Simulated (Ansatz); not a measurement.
Program: Ansatz. Geometries: PBE0-D4/def2-TZVP. ΔE: electronic, gas phase. CCSD(T)/CBS is the MP2 limit (def2-TZVPP, def2-QZVPP) plus CCSD(T) − MP2 in def2-TZVPP, frozen cores. Functionals use def2-TZVPP. For Ga outer-core shells are correlated without core-valence functions, which leaves a few kJ/mol of doubt a bond. Scalar relativity is left out up to krypton. Each species was taken in one conformer, which may not be the lowest.

`[SiH3]C[S][GaH2]` + `[OH][GaH2]` → `[OH][GaH][GaH2]` + `[SiH3]CS`  (formal exchange of groups at a Ga–S bond)

`[SiH3]C[S][GaH2]`:

```xyz
11

Si    0.289    0.568    1.517
C    -0.172    1.121   -0.217
S    -1.437   -0.001   -0.905
Ga   -0.249   -1.708   -1.595
H    -0.924    0.544    2.372
H     1.300    1.481    2.121
H     0.860   -0.804    1.442
H    -0.617    2.119   -0.200
H     0.701    1.164   -0.869
H    -1.056   -2.908   -2.176
H     1.305   -1.576   -1.490
```

`[OH][GaH2]`:

```xyz
5

O     1.035   -0.121   -0.735
Ga   -0.303   -0.091    0.450
H     0.867    0.390   -1.530
H    -1.576    0.742    0.080
H    -0.023   -0.921    1.735
```

`[OH][GaH][GaH2]`:

Z-matrix (Å, degrees):
```
Ga
Ga 1 2.462
O 1 1.800 2 112.4
H 1 1.580 2 133.0 3 -179.9
H 2 1.575 1 121.5 3 -90.1
H 2 1.575 1 121.5 3 90.3
H 3 0.960 1 113.9 2 179.9
```

`[SiH3]CS`:

```xyz
9

Si    0.963   -0.405   -0.273
C    -0.731   -0.197    0.510
S    -1.727    1.026   -0.383
H     0.818   -0.906   -1.662
H     1.794   -1.358    0.515
H     1.646    0.917   -0.296
H    -1.284   -1.136    0.428
H    -0.670    0.052    1.571
H    -0.809    2.006   -0.411
```

| level | ΔE (kJ/mol) |
| --- | --- |
| r2SCAN-D4 | 65.1 |
| PBE0 | 55.1 |
| SCS-MP2/def2-QZVPP | 65.6 |
| HF/CBS(def2) | 57.8 |

Task: What does CCSD(T)/CBS give? (Estimate.)

Result: Computed: +62.0 kJ/mol. The listed levels differ from it by 3.1, -6.9, 3.6, -4.2 kJ/mol.

Largest T1 diagnostic among the species: 0.015.

From BLYP to BHLYP (50 % exact exchange), in def2-TZVPP and without D4, ΔE moves by +5.5 kJ/mol. In def2-TZVPP, CCSD(T) changes the Hartree–Fock value by +3.6 kJ/mol (the triples alone add +3.1 kJ/mol) and MP2 by +11.3 kJ/mol.
